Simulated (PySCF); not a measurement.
A calculated (UHF, PySCF 2.14, jorge-DZP-DKH, the spin-free X2C one-electron Hamiltonian (Gaussian nucleus)) atom or ion has these occupied shells.

```json
{"shell": "1s α", "electrons": "1", "orbital energy (eV)": "-7183.4", "rms radius, mean of both spins (bohr)": "0.0675"}
{"shell": "1s β", "electrons": "1", "orbital energy (eV)": "-7183.4", "rms radius, mean of both spins (bohr)": "0.0675"}
{"shell": "2s α", "electrons": "1", "orbital energy (eV)": "-892.36", "rms radius, mean of both spins (bohr)": "0.288"}
{"shell": "2s β", "electrons": "1", "orbital energy (eV)": "-889.03", "rms radius, mean of both spins (bohr)": "0.288"}
{"shell": "2p α", "electrons": "3", "orbital energy (eV)": "-758.26", "rms radius, mean of both spins (bohr)": "0.260"}
{"shell": "2p β", "electrons": "3", "orbital energy (eV)": "-755.09", "rms radius, mean of both spins (bohr)": "0.260"}
{"shell": "3s α", "electrons": "1", "orbital energy (eV)": "-128.67", "rms radius, mean of both spins (bohr)": "0.873"}
{"shell": "3s β", "electrons": "1", "orbital energy (eV)": "-118.78", "rms radius, mean of both spins (bohr)": "0.873"}
{"shell": "3p α", "electrons": "3", "orbital energy (eV)": "-89.066", "rms radius, mean of both spins (bohr)": "0.936"}
{"shell": "3p β", "electrons": "3", "orbital energy (eV)": "-77.399", "rms radius, mean of both spins (bohr)": "0.936"}
{"shell": "3d α", "electrons": "5", "orbital energy (eV)": "-26.447", "rms radius, mean of both spins (bohr)": "1.21"}
{"shell": "3d β", "electrons": "1", "orbital energy (eV)": "-20.837", "rms radius, mean of both spins (bohr)": "1.21"}
{"shell": "4s α", "electrons": "1", "orbital energy (eV)": "-15.335", "rms radius, mean of both spins (bohr)": "2.99"}
```

Question: Name the element and its charge.

Answer: Fe+ (iron, charge +1), in [Ar] 3d6 4s1, high-spin 6D determinant.
